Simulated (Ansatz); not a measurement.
Consider the redistribution: `CC[Si]F` + `[F][In]([Cl])[N]([SiH3])[SiH3]` → `F[Si]N([SiH3])[SiH3]` + `C[CH2][In]([F])[Cl]`.

Gas-phase electronic energies from Ansatz, PBE0-D4/def2-TZVP geometries. CCSD(T)/CBS adds triple-zeta CCSD(T) − MP2 to the extrapolated MP2 energy (def2 sets, frozen cores). DFT in def2-TZVPP. Elements past krypton have def2 core potentials. For In outer-core shells are correlated without core-valence functions, which leaves a few kJ/mol of doubt a bond. One conformer a species, not always the lowest.

```csv
level,ΔE (kJ/mol)
PBE-D4,-116.7
ωB97M-V,-113.0
r2SCAN,-116.1
SCS-MP2/def2-TZVPP,-109.2
```

Question: What does CCSD(T)/CBS give? (An estimate is asked.)

Answer: The calculation gave: -104.2 kJ/mol. The listed levels differ from it by -12.5, -8.8, -11.9, -5.0 kJ/mol.

Largest T1 diagnostic among the species: 0.015.

Leaving LDA and LC-ωPBE aside and taking each functional with its dispersion term where it has one, the values, not all of them listed here, spread over 11.9 kJ/mol, from BLYP-D4 to ωB97X-V. LDA lies −4.6 kJ/mol from PBE without D4. From BLYP to BHLYP (50 % exact exchange), in def2-TZVPP and without D4, ΔE moves by +6.0 kJ/mol.
